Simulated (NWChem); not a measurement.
Molecule: AlGeH5; SMILES [AlH2][GeH3]

```xyz
7

Al    -0.0333    -1.7105    -0.0006
Ge    -0.0805     0.7795    -0.0088
H     -1.5029     1.3900    -0.1064
H      0.5594     1.3687     1.2791
H      0.7363     1.3752    -1.1882
H      1.3639    -2.4732    -0.0008
H     -1.3768    -2.5635     0.0099
```
Atoms are numbered in this order, from 1.

All runs: NWChem. Pople sets run with spherical d functions. Structure relaxed at the B3LYP/6-31G* (spherical d) level. Vzz is the largest principal value of the second derivative of the potential at the nucleus (NWChem prints the opposite sign); η is the asymmetry. Non-relativistic.

| level | Vzz Al1 (a.u.) | η Al1 | Vzz Ge2 (a.u.) | η Ge2 |
|---|---|---|---|---|
| B3LYP/cc-pVTZ | 1.489 | 0.15 | -0.347 | 0.20 |
| B3LYP/6-31G* | 1.152 | 0.19 | -0.338 | 0.13 |
| PBE0/cc-pVTZ | 1.470 | 0.15 | -0.288 | 0.24 |
| PBE0/def2-SVP | [?] | 0.20 | [?] | [?] |

Q: What belongs in the gaps?

A: 
- PBE0/def2-SVP, Vzz Al1 (a.u.): 1.254
- PBE0/def2-SVP, Vzz Ge2 (a.u.): -0.455
- PBE0/def2-SVP, η Ge2: 0.08
